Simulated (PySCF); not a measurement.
Stationary points of TaNCl₂

All numbers come from PySCF, B3LYP, basis Ta def2-SVP with ECP60, N def2-SVP, Cl def2-SVP (scalar-relativistic core potentials, no spin–orbit coupling, density fitting).

Relaxations began from a few typed shapes. The search is not exhaustive: other isomers or separated fragments can lie lower, and high-lying points may rest on an excited occupation.

Task: Which is the lowest minimum found?
A. singlet C2v: Ta–Cl 2.359 Å (×2), Ta–N 1.685 Å; Cl–Ta–Cl 137.3°, Cl–Ta–N 111.4° (×2)
B. singlet Cs: Ta–Cl 2.333 Å (×2), Ta–N 1.692 Å; Cl–Ta–Cl 113.9°, Cl–Ta–N 106.3° (×2)

Result: B. The others lie at 19.9 (singlet C2v, a saddle point) kJ/mol above it.

Formally Ta is in oxidation state +5, d0. The polar-tensor charge on Ta, 1.61, is far below the formal one.

For the lowest minimum: with an element this heavy the missing spin–orbit coupling can shift these numbers.
